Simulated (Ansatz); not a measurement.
Cost and result up the ladder for `C[Si](C)(C)C#Cc1cnc(-c2cnc(-c3cnc(C#C[Si](C)(C)C)nc3)nc2)nc1` (54 atoms). The state is a singlet with charge 0. Geometry: r2SCAN-D4/def2-SVP.

Cartesian coordinates in Å:
```
C 0.2754 4.9079 -9.4357
Si -1.0037 3.5544 -9.1929
C -2.7441 4.2378 -9.3642
C -0.7176 2.1413 -10.3966
C -0.8157 2.8906 -7.4765
C -0.6919 2.4504 -6.3356
C -0.5488 1.9425 -5.0220
C 0.7070 1.5899 -4.4756
N 0.8422 1.1154 -3.2463
C -0.2750 0.9715 -2.5113
C -0.1261 0.4451 -1.1473
C -1.2270 0.2571 -0.2916
N -1.0974 -0.2188 0.9409
C 0.1471 -0.5211 1.3539
C 0.2964 -1.0479 2.7182
C -0.8051 -1.2353 3.5738
N -0.6801 -1.7113 4.8072
C 0.5697 -2.0122 5.2126
C 0.7155 -2.5283 6.5404
C 0.8408 -2.9705 7.6781
Si 1.0288 -3.6348 9.3920
C 0.4479 -2.3097 10.5904
C -0.0347 -5.1767 9.5347
C 2.8402 -4.0423 9.6718
N 1.6950 -1.8758 4.4833
C 1.5502 -1.3981 3.2528
N 1.2664 -0.3793 0.6206
C 1.1270 0.0972 -0.6105
N -1.5179 1.2719 -2.9284
C -1.6510 1.7461 -4.1581
H 1.2974 4.5170 -9.3064
H 0.1319 5.7255 -8.7112
H 0.2006 5.3349 -10.4497
H -2.9036 4.6457 -10.3763
H -3.4982 3.4530 -9.1921
H -2.9268 5.0473 -8.6394
H -0.8197 2.4922 -11.4371
H -1.4461 1.3301 -10.2383
H 0.2922 1.7166 -10.2787
H 1.6187 1.7098 -5.0745
H -2.2362 0.5048 -0.6409
H -1.8130 -0.9824 3.2243
H 1.0477 -1.3912 10.4875
H -0.6064 -2.0469 10.4083
H 0.5382 -2.6611 11.6319
H 0.0399 -5.6085 10.5468
H -1.0940 -4.9454 9.3388
H 0.2823 -5.9456 8.8120
H 2.9998 -4.4446 10.6862
H 3.1925 -4.7940 8.9473
H 3.4693 -3.1450 9.5575
H 2.4531 -1.2782 2.6425
H 2.0314 0.2154 -1.2188
H -2.6647 1.9938 -4.4976
```

Ansatz on 2 threads of AMD EPYC 7R13 on a shared host and a share (18 GiB) of an NVIDIA H100 80GB HBM3. Times are rough, and most runs start from the orbitals of an earlier one. PBE0-D4/def2-TZVP serves as the yardstick here, not as an exact answer. Differences are given only for rows in sets of like size (and for xTB, whose basis is part of the method), since another set adds its own error. Binding counts from free atoms at the same level (C triplet, Si triplet, N quartet, H doublet; other spins of the atoms weren't run), without zero-point energy or a counterpoise term.

B3LYP takes the VWN-RPA correlation. Correlated methods freeze 38 core orbitals. The rows differ in basis, and correlated rows in double-zeta sets carry the largest basis error. Single mean-field runs in def2-SVP, def2-TZVP are fitted with def2-universal-jkfit.

Run but left out: HF/STO-3G, HF/6-31G (restricted singlet, unstable in another Hartree–Fock run and untested here).

Correlated methods converge slowly with the basis, most of all in double-zeta sets.

```
                          level  functions  binding energy per atom (eV)  difference from PBE0-D4/def2-TZVP (eV)                  remarks
               PBE0-D4/def2-SVP        548                          4.92                                       –                        –
                   MP2/def2-SVP        548                          4.67                                       –  restricted SCF unstable
            r2SCAN-D4/def2-TZVP       1086                          4.81                                   -0.05                        –
             B3LYP-D4/def2-TZVP       1086                          4.80                                   -0.06                        –
                PBE-D4/def2-SVP        548                          5.04                                       –                        –
PBE0-D4/def2-TZVP (with forces)       1086                          4.86                                    0.00                        –
               B97M-V/def2-TZVP       1086                          4.80                                   -0.06                        –
 PBE-D4/def2-TZVP (with forces)       1086                          4.98                                    0.12                        –
                 B3LYP-D4/6-31G        326                          4.62                                       –                        –
              BLYP-D4/def2-TZVP       1086                          4.82                                   -0.04                        –
```

(1) Estimate how long each takes.

Results:

(1) PBE0-D4/def2-SVP 4.2 s; PBE-D4/def2-SVP 4.7 s; B3LYP-D4/6-31G 5 s; B3LYP-D4/def2-TZVP 6 s; r2SCAN-D4/def2-TZVP 7 s; BLYP-D4/def2-TZVP 7 s; PBE-D4/def2-TZVP (with forces) 7.5 s; MP2/def2-SVP 7.5 s; PBE0-D4/def2-TZVP (with forces) 9 s; B97M-V/def2-TZVP 9.5 s. On shared hardware such times vary by a factor of up to 3.
